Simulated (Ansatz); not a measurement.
`CC#[N+][In-]([F])([F])[F]`. Total charge 0; spin multiplicity 1. In: def2 effective core potential. All single points use the PBE0-D4/def2-TZVP geometry.

```xyz
10

C     0.253    1.424   -1.813
C     0.095    0.540   -0.686
N    -0.032   -0.161    0.207
In   -0.275   -1.553    1.976
F     1.356   -1.102    2.926
F    -0.327   -3.238    1.014
F    -1.949   -0.855    2.668
H    -0.716    1.846   -2.083
H     0.939    2.231   -1.549
H     0.656    0.867   -2.660
```

Question: What is the dipole moment at ωB97M-V/def2-TZVPP? (Estimate.)

Answer: Computed: 9.67 D, with components (1.05, 5.94, -7.55) D in this frame, pointing from negative to positive charge.

Question: And with PBE, r2SCAN, B3LYP? (An estimate is asked.)

Answer: Computed: PBE 9.50 D, r2SCAN 9.70 D, B3LYP 9.65 D.

Question: Give the Mulliken charges with ωB97M-V, r2SCAN, PBE in def2-TZVPP. (Estimate.)

Answer: The calculation gave: 
```csv
atom,ωB97M-V,r2SCAN,PBE
C1,-0.17,0.01,-0.09
C2,0.04,0.00,-0.12
N3,-0.11,-0.08,0.05
In4,1.26,1.23,1.07
F5,-0.50,-0.49,-0.45
F6,-0.50,-0.49,-0.45
F7,-0.50,-0.49,-0.45
H8,0.15,0.11,0.14
H9,0.15,0.11,0.14
H10,0.15,0.11,0.14
```

B3LYP here is the variant with VWN-RPA as its local correlation; programs differ in this.
